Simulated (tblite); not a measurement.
Isomers of C5H4ClF2O (doublet state). Calculated harmonic vibrations of the isolated species, GFN2-xTB (tblite), most abundant isotopes, no scaling. Errors from tens to a few hundred cm⁻¹ against measured bands are possible. One conformer each. Open shells enter through the occupations alone, without spin polarisation, and single modes of such species can be off by tens of per cent.

Electronic energies: GFN2-xTB at the same geometries; isomer energies are rough at this level and their order can be wrong.

```
                   SMILES  electronic energy, lowest = 0 (kcal/mol)
F[C@@H]1O[C]=CC[C@]1(F)Cl                                      16.3
F[C@@H]1OC=[C]C[C@]1(F)Cl                                      17.1
    F[C]1OC=CC[C@@]1(F)Cl                                       0.0
```

Question: How do GFN2-xTB zero-point energies change the relative energies?

Answer: 
```
                   SMILES  ZPE (kcal/mol)  of it from modes above 1550 cm⁻¹  electronic (kcal/mol)  with ZPE, lowest = 0 (kcal/mol)  lowest mode (cm⁻¹)  rings
    F[C]1OC=CC[C@@]1(F)Cl            49.9                              19.8                    0.0                              0.0                  56      1
F[C@@H]1O[C]=CC[C@]1(F)Cl            50.1                              19.7                   16.3                             16.5                  87      1
F[C@@H]1OC=[C]C[C@]1(F)Cl            50.1                              19.7                   17.1                             17.2                  98      1
```

The zero-point energies span 0.2 kcal/mol, from `F[C]1OC=CC[C@@]1(F)Cl` to `F[C@@H]1O[C]=CC[C@]1(F)Cl`. The order is unchanged.

Question: What do entropy and thermal enthalpy add at 298.15 K and 1 bar (rigid rotor, harmonic oscillator, one conformer each)?

Answer: 
```tsv
SMILES	point group	symmetry number	S (cal/(mol K))	H − H(0) (kcal/mol)	ZPE + H − H(0) − TS (kcal/mol)
F[C]1OC=CC[C@@]1(F)Cl	C1	1	92.9	5.93	28.1
F[C@@H]1O[C]=CC[C@]1(F)Cl	C1	1	90.8	5.72	28.8
F[C@@H]1OC=[C]C[C@]1(F)Cl	C1	1	90.6	5.73	28.8
```

S holds R ln(2S + 1) for the spin.
